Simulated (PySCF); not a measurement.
C₃H₇BrSi, SMILES C=C[SiH](C)Br. Heavy atoms are numbered as in [SiH:1]([CH3:2])([Br:3])[CH:4]=[CH2:5]. Hydrogens are named by the atom that carries them.

The structure is a stationary point at PBE0-D3(BJ)/def2-SVP. One conformer was computed; it need not be the lowest.

Method: KT2/pcSseg-1 (PySCF).

GIAO shieldings, no solvent; atoms alike by connectivity are averaged. δ = σ(ref) − σ: ²⁹Si against TMS (σ = 361.9 ppm); ¹³C against TMS (σ = 185.1 ppm); ¹H against TMS (σ = 31.47 ppm), references at their B3LYP-D3(BJ)/def2-TZVP geometries, non-relativistic (without spin–orbit terms, shifts of atoms bonded to Cl or Br come out too high).

```csv
atoms,nucleus,count,δ (ppm)
Si1 (SiH),²⁹Si,1,?
C5 (CH2),¹³C,1,137.5
C4 (CH),¹³C,1,?
C2 (CH3),¹³C,1,6.1
H on C5,¹H,2,?
H on C4,¹H,1,6.38
H on Si1,¹H,1,?
H on C2,¹H,3,0.87
```

Question: Some entries are withheld; supply them. (Estimate from the structure and the level; the computed values follow.)

Answer: 
- H on Si1, δ (ppm): 5.92
- H on C5, δ (ppm): 6.60
- Si1 (SiH), δ (ppm): 12.0
- C4 (CH), δ (ppm): 132.0
